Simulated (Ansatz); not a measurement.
A search over several starts for the lowest SCF solution of GeHMe2Br (C2H7BrGe) at the given spin, in a small basis.

```yaml
crystal:
  periodic: [false, false, false]
  atoms:
    - {symbol: Ge, position_ang: [-0.253830, -0.432171, 0.490688]}
    - {symbol: H, position_ang: [-0.307492, -0.528832, 2.030659]}
    - {symbol: C, position_ang: [1.582606, -0.521968, -0.181242]}
    - {symbol: H, position_ang: [2.067026, -1.450037, 0.154264]}
    - {symbol: H, position_ang: [2.159673, 0.338502, 0.193272]}
    - {symbol: H, position_ang: [1.579345, -0.499856, -1.280820]}
    - {symbol: C, position_ang: [-1.224265, 1.131512, -0.176395]}
    - {symbol: H, position_ang: [-2.265263, 1.114597, 0.176583]}
    - {symbol: H, position_ang: [-1.221629, 1.130930, -1.276194]}
    - {symbol: H, position_ang: [-0.739458, 2.053169, 0.183074]}
    - {symbol: Br, position_ang: [-1.376723, -2.335854, -0.313888]}
basis:
  gaussian: {orbitals: def2-SVP, initial_orbitals: start.molden}
hamiltonian: {xc: pbe0, dispersion: d4}
output: {orbitals: {seedname: orbitals}}
```

The file start.molden holds the orbitals of an earlier run on this structure, at another level or in another basis.

```sh
$ ansatz run in.yaml --threads 4 --pin off --events-out ev --progress --plain --max-ram 3916MiB
```

Output, abridged:

```
Functional definition: PBE0
1278 factors; integrals over basis functions are off by at most 1.4e-3 eV
mean field evaluation 1: about -128719.3300 eV, gradient 4.2e0 eV
mean field evaluation 2: about -128719.3673 eV, gradient 3.3e-2 eV
mean field evaluation 4: about -128719.4549 eV, gradient 7.1e-4 eV
mean field evaluation 8: about -128712.1288 eV, gradient 5.6e1 eV
mean field evaluation 16: about -128719.4549 eV, gradient 1.3e-2 eV
mean field -128719.45490749 eV, -4730.3527186699 hartree, gradient 1.5e-5 eV, S^2 0.000000; 1 other end points of the search recorded, 0 dependent functions left out
reference -128719.45493652 eV, -4730.3527197368 hartree; 43, 43 occupied and 84, 84 virtual orbitals, 1278 factors
Total energy: -128719.65481612 eV, -4730.3600651767 hartree
```

It took 1.9 s on 4 threads of Arm Neoverse V2 on a shared host.
